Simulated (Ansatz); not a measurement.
Reaction (substitution at a C–C bond): `FCCC(F)(F)CF` + `N[SiH2]F` → `FCN[SiH2]F` + `CC(F)(F)CF`

Gas-phase electronic energies from Ansatz, PBE0-D4/def2-TZVP geometries. CBS: MP2 limit from def2 TZ/QZ plus the TZ coupled-cluster correction, frozen cores. Functionals use def2-TZVPP. One conformer a species, not always the lowest.

`FCCC(F)(F)CF`:

```xyz
14

F    -1.318   -1.267   -2.240
C    -0.304   -0.861   -1.390
C    -0.883    0.146   -0.419
C     0.130    0.862    0.443
F    -0.521    1.814    1.173
F     1.020    1.518   -0.351
C     0.902    0.037    1.455
F     1.636   -0.937    0.823
H     0.487   -0.415   -1.997
H     0.087   -1.747   -0.890
H    -1.616   -0.334    0.233
H    -1.404    0.919   -0.990
H     1.581    0.700    1.996
H     0.205   -0.436    2.152
```

`N[SiH2]F`:

Z-matrix (Å, degrees):
```
Si
F 1 1.605
N 1 1.696 2 114.6
H 1 1.479 2 105.8 3 -119.3
H 1 1.479 2 105.8 3 119.3
H 3 1.006 1 122.0 2 77.5
H 3 1.006 1 122.0 2 -77.5
```

`FCN[SiH2]F`:

```xyz
10

F     1.048    0.501    1.874
C    -0.216    0.414    1.295
N    -0.181    0.599   -0.103
Si    0.114   -0.640   -1.244
F     1.659   -0.990   -1.458
H    -0.827    1.178    1.780
H    -0.602   -0.581    1.530
H    -0.071    1.561   -0.386
H    -0.389   -0.176   -2.555
H    -0.535   -1.866   -0.732
```

`CC(F)(F)CF`:

```xyz
11

C     0.651   -1.120   -0.148
C     0.139    0.252   -0.477
F     1.192    1.096   -0.662
F    -0.548    0.228   -1.658
C    -0.802    0.865    0.542
F    -0.215    0.870    1.783
H     1.320   -1.448   -0.943
H    -0.181   -1.819   -0.064
H     1.194   -1.093    0.796
H    -1.723    0.278    0.586
H    -1.025    1.892    0.246
```

Q: Is it downhill or uphill in electronic energy at CCSD(T)/CBS, and by how much? (Best estimate.)

A: Ansatz gave: Nearly level: ΔE = +0.4 kcal/mol.

Q: What do these levels give: r2SCAN, SCS-MP2/def2-TZVPP, CCSD/def2-TZVPP, CCSD(T)/def2-TZVPP, HF/CBS(def2), CCSD/CBS(def2)? (Best estimate.)

A: Ansatz gave: r2SCAN -0.8, SCS-MP2/def2-TZVPP -0.2, CCSD/def2-TZVPP 0.0, CCSD(T)/def2-TZVPP 0.0, HF/CBS(def2) -0.9, CCSD/CBS(def2) 0.4 kcal/mol.

Largest T1 diagnostic among the species: 0.011.

In def2-TZVPP, CCSD(T) changes the Hartree–Fock value by +0.9 kcal/mol (the triples alone add −0.1 kcal/mol) and MP2 by +0.8 kcal/mol.
